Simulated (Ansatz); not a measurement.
A structure relaxed at r2SCAN-D4/def2-SVP in Ansatz, charge 0, singlet:

Cartesian coordinates in Å:
```
Cu 0.6966 -1.4952 -0.2450
Cu 1.4994 0.5117 0.5214
Cu -1.4886 -0.7476 0.0847
Cu -0.6858 1.2591 0.8518
S -1.0940 0.9677 -1.3870
S 0.0337 -0.7332 1.8834
S 1.0386 0.2375 -1.7094
```

(1) Give its formula and point group.

(2) Summarise the bond lengths by kind (pairs closer than 1.2 times the sum of covalent radii, bridged metal pairs left out).

Results:

(1) the cluster Cu₄S₃. Point group Cs (tolerance 0.1 Å).

(2) 8 × Cu–S 2.29 to 2.36 Å; 1 × S–S 2.28 Å.

Another isomer (singlet) lies 0.09 eV lower at PBE0-D4/def2-TZVP; other spin states weren't run for this one.
